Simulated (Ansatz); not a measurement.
AlFH₂Se, SMILES `[F][AlH][SeH]`. Charge 0, multiplicity 1.

```xyz
5

F    -1.391   -1.616   -0.462
Al   -0.435   -0.276   -0.399
Se    0.873   -0.062    1.484
H    -0.462    0.752   -1.584
H     1.415    1.201    0.961
```

Question: List the harmonic frequencies (cm⁻¹, unscaled) at PBE0-D4/def2-TZVP in Ansatz. (Best estimate.)

Answer: The calculation gave: 159, 251, 390, 459, 578, 653, 848, 1986, 2438.

Question: Is this a minimum?

Answer: Yes, all 9 modes are real.

Question: Give the ideal-gas thermochemistry at 298.15 K and 1 bar (rigid rotor, harmonic oscillator; point group Cs, symmetry number 1).

Answer: Zero-point energy 46.4 kJ/mol; H(298) − E = 61.7 kJ/mol; entropy 306.0 J/(mol·K), of which translation 169.3, rotation 107.1, vibration 29.7; G(298) − E = -29.5 kJ/mol.

Question: Rotational constants (cm⁻¹)?

Answer: 0.7236, 0.07486, 0.06784.
